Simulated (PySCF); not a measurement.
Compound: C₄H₆OSi.
SMILES with atom numbers: `[OH:1][C:2]1=[CH:3][CH:4]=[CH:5][SiH2:6]1` (hydrogens: H7 on O1; H8 on C3; H9 on C4; H10 on C5; H11, H12 on Si6)

Method: PySCF, PBE/cc-pVDZ geometry optimisation, gas phase; density fitting, grid level 1; the optimiser is geomeTRIC in internal coordinates, started from a GFN2-xTB structure.

Step 0: E = -14157.3488 eV
```
atom  x, y, z in Å  |  force x, y, z in eV/Å
O1      2.2899    0.6492   -0.2994    0.025   0.849  -0.204
C2      0.9672    0.3603   -0.1490    1.302  -0.650   0.076
C3      0.0055    1.2864   -0.3141   -0.221   0.401  -0.083
C4     -1.3472    0.8093   -0.1161    0.273   0.243  -0.074
C5     -1.5100   -0.4843    0.2075   -0.286  -1.202   0.307
Si6     0.1678   -1.3087    0.3047   -0.608   1.073  -0.223
H7      2.8205   -0.1377   -0.1416    0.222  -0.576   0.125
H8      0.2004    2.3147   -0.5744    0.254   0.742  -0.196
H9     -2.1693    1.5021   -0.2341   -0.634   0.437  -0.068
H10    -2.4803   -0.9212    0.3722   -0.727  -0.317   0.121
H11     0.6007   -1.7502    1.6328    0.236  -0.351   0.719
H12     0.4561   -2.3205   -0.7147    0.163  -0.649  -0.500
```

Question: Estimate the geometry and energy of step 1. (The exact step hangs on the optimiser's Hessian estimate; all steps are aligned on step 0, rigid shifts and turns removed.)

Answer: E = -14157.5077 eV, largest force 0.139 eV/Å
```
atom  x, y, z in Å  |  force x, y, z in eV/Å
O1      2.3321    0.6881   -0.3106    0.056  -0.050   0.011
C2      1.0140    0.3698   -0.1544   -0.028   0.024  -0.001
C3      0.0191    1.2940   -0.3168    0.066   0.070  -0.022
C4     -1.3503    0.8005   -0.1137   -0.125   0.061  -0.007
C5     -1.5528   -0.5107    0.2161    0.028  -0.047   0.011
Si6     0.1516   -1.2857    0.3000   -0.012  -0.033   0.006
H7      2.8594   -0.1179   -0.1493   -0.012   0.032  -0.008
H8      0.2218    2.3436   -0.5829   -0.016  -0.013   0.004
H9     -2.1895    1.5100   -0.2343    0.037  -0.019   0.001
H10    -2.5488   -0.9404    0.3810    0.011  -0.010   0.001
H11     0.5952   -1.7875    1.6556   -0.003  -0.007   0.003
H12     0.4494   -2.3646   -0.7169   -0.002  -0.008   0.002
```

The energy changes by -0.1589 eV. The first-order estimate −F·Δx gives -0.3250 eV and the mean of the old and new forces, exact on a quadratic surface, -0.1619 eV. The step makes an angle of 47° with the force vector and moves no atom by more than 0.072 Å.

The cost below is that of the whole optimisation. The run took 24 s of wall time on one thread, Intel Xeon 6975P-C (x86_64), on a shared host, and the process peaked at 0.53 GiB of memory.
